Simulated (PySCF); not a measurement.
## Shapes and spin states of EuH2

Method: PySCF, PBE0, basis Eu def2-TZVP with ECP28, H def2-TZVP (scalar-relativistic core potentials, no spin–orbit coupling, density fitting).

Relaxations began from a few typed shapes and spin states; open shells are unrestricted. The search is not exhaustive: other isomers or separated fragments can lie lower, and high-lying points may rest on an excited occupation.

(1) Order these stationary points by electronic energy, lowest first, in kJ/mol from the lowest minimum.
A. octet C2v: Eu–H 2.128 Å (×2); H–Eu–H 115.2°
B. broken-symmetry Ms = 5/2 (⟨S²⟩ 10.44) D∞h: Eu–H 2.093 Å (×2); H–Eu–H 180.0°
C. octet D∞h: Eu–H 2.231 Å (×2); H–Eu–H 180.0°
D. broken-symmetry Ms = 5/2 (⟨S²⟩ 10.75) C2v: Eu–H 2.295 Å (×2), H–H 0.858 Å; Eu–H–H 79.2° (×2), H–Eu–H 21.6°

(2) Which of them are minima?

Results:

(1) A (0.0), C (30.8), D (111.2), B (200.5).

(2) By energy in kJ/mol, 0.0: minimum; 30.8: saddle point, 2 imaginary modes; 111.2: minimum; 200.5: minimum.

Starts that fell apart ended at -33 kJ/mol on the same scale (coarser grid).

Formally Eu is in oxidation state +2, with 7 electrons left for the f, d and s shells; the Mulliken f population is 7.00 and the spin on Eu 7.11.

For the lowest minimum: with open d or f shells other occupations or spin states may lie lower. The pruned grid is coarse for the open f shell: energies are uncertain by about 2 kJ/mol and soft modes are noisy. With an element this heavy the missing spin–orbit coupling can shift these numbers.
